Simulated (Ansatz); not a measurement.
Molecule: C3H8BS, charge 0, multiplicity 2. It need not be the lowest isomer of its formula. SMILES: [CH2]SB(C)C
Geometry from a B3LYP-D3(BJ)/def2-TZVP (Ansatz, an electronic-structure program) optimisation:
```
B
C 1 1.5678
H 2 1.0907 1 115.29
H 2 1.0960 3 108.14 1 -123.12
H 2 1.0960 3 108.14 4 -113.75
C 1 1.5681 2 122.84 3 180.00
H 6 1.0912 1 112.39 2 0.00
H 6 1.0949 7 107.81 1 -123.03
H 6 1.0949 7 107.81 8 -113.94
S 1 1.8103 2 115.31 3 0.00
C 10 1.7067 1 108.02 2 180.00
H 11 1.0781 10 122.13 1 0.00
H 11 1.0787 12 120.33 9 156.82
```
Charge 0, spin multiplicity 2.

Atomisation energy built up term by term with Ansatz (kcal/mol; UHF references for open shells; valence terms freeze the core; atomic spin-orbit terms are left out). CBS marks a two-point X^-3 extrapolation of the correlation energy; Hartree-Fock from the larger set.

```json
[
 {"term": "Hartree-Fock", "basis": "cc-pV(Q+d)Z", "kcal/mol": "…"},
 {"term": "CCSD correlation", "basis": "CBS(cc-pV(T+d)Z,cc-pV(Q+d)Z)", "kcal/mol": "257.96"},
 {"term": "(T)", "basis": "CBS(cc-pV(T+d)Z,cc-pV(Q+d)Z)", "kcal/mol": "…"},
 {"term": "core correlation", "basis": "cc-pwCVTZ", "kcal/mol": "5.12"},
 {"term": "scalar relativity (X2C)", "basis": "cc-pVTZ-DK against cc-pVTZ", "kcal/mol": "-1.03"},
 {"term": "sum: De", "basis": "", "kcal/mol": "…"}
]
```

**Question.** Some entries are withheld; supply them.

**Answer.** 
- Hartree-Fock, kcal/mol: 899.70
- (T), kcal/mol: 16.73
- sum: De, kcal/mol: 1178.5
